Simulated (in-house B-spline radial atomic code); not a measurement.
Results of a calculation; reference values are marked as such.
## Making a Troullier-Martins s channel for Ag, r_c = 1.08 bohr

Ag, [Kr] 4d10 5s1, non-relativistic PBE, spherical and spin-unpolarised, from a B-spline radial code for spherical atoms (atomic units). The all-electron 4s level is ε = -3.224445 hartree, its outermost node lies just inside 0.47 bohr and its outer maximum at 0.85 bohr.

Inside r_c the pseudo-orbital is u(r) = r^1 exp(p(r)), with p = c0 + c2 r² + c4 r⁴ + … + c12 r¹². The seven coefficients follow from p and its first four derivatives at r_c, from zero curvature of the screened potential at the origin, c4 = −c2²/(2l + 5), and from the norm inside r_c. At r_c the all-electron orbital has P = 1.021466, P' = -1.272683, the screened potential V = -4.102471, V' = 10.02002, V'' = -30.71125, and the norm inside is Q = 0.6969063.

Question: What are p, p' and p'' at r_c?

Answer: p = ln(P/r_c^1) = ln(1.021466/1.08) = -0.05572. p' = P'/P − 1/r_c = -1.24594 − 0.92593 = -2.17186. The radial equation gives p'' = 2(V − ε) − 2(1) p'/r_c − p'² = -1.75605 − (-4.02197) − 4.71699 = -2.45107. Differentiating, p''' = 2V' + 2(1)p'/r_c² − 2(1)p''/r_c − 2p'p'' = 10.208, and p'''' = 2V'' − 4(1)p'/r_c³ + 4(1)p''/r_c² − 2(1)p'''/r_c − 2p''² − 2p'p''' = -49.51.

For a trial c2 the five matching conditions are linear in c0, c6, c8, c10 and c12, and c2 is varied until the norm inside r_c equals Q. The root nearest zero gives:

```csv
n,c_n
0,-0.253812
2,2.531074
4,-1.281267
6,-4.673735
8,6.460298
10,-3.285203
12,0.6117825
```

Question: Check c4 and p(r_c), and find the screened pseudopotential at the origin.

Answer: −c2²/5 = -1.28127, as listed. The terms c_n r_c^n are -0.25381, 2.95224, -1.74315, -7.41663, 11.95756, -7.09251, 1.54057, which sum to -0.05572. Inverting the radial equation, V_l(r) = ε + 1 p'/r + (p'' + p'²)/2, so V_l(0) = ε + (2l + 3) c2 = -3.224445 + 3 × (2.53107) = 4.3688 hartree, finite where the all-electron potential diverges.

Orbitals and screened potentials:

```csv
r (bohr),P,u,V all-electron,V pseudo
0.108,0.4132,0.08629,-282.0,4.352
0.27,-0.6546,0.2498,-70.43,3.756
0.432,-0.1256,0.5022,-30.54,0.9583
0.594,0.735,0.8495,-16.22,-4.263
0.756,1.155,1.141,-9.788,-7.91
0.918,1.185,1.183,-6.214,-6.587
1.08,1.021,1.021,-4.102,-4.102
```

Logarithmic derivatives P'/P at R = 1.38 bohr, for energies E around ε:

| E − ε (hartree) | all-electron | pseudo |
| --- | --- | --- |
| -0.5 | -0.281735 | -0.284886 |
| -0.25 | -0.941305 | -0.942501 |
| -0.1 | -1.45827 | -1.45854 |
| 0 | -1.87705 | -1.87706 |
| 0.1 | -2.37657 | -2.37698 |
| 0.25 | -3.3422 | -3.34577 |
| 0.5 | -6.03868 | -6.07045 |

Question: With P(R) = 0.6300847 and a norm of 0.903922 inside R, what slope in energy does norm conservation fix?

Answer: d(P'/P)/dE = −2 × (norm inside R)/P(R)² = -4.5537 per hartree·bohr at E = ε, for both atoms, since orbital and norm agree at R. Differences over ±0.1 hartree give -4.5915 (all-electron) and -4.5922 (pseudo), which also hold third-order terms. Half a hartree below ε the two curves differ by -0.0032.
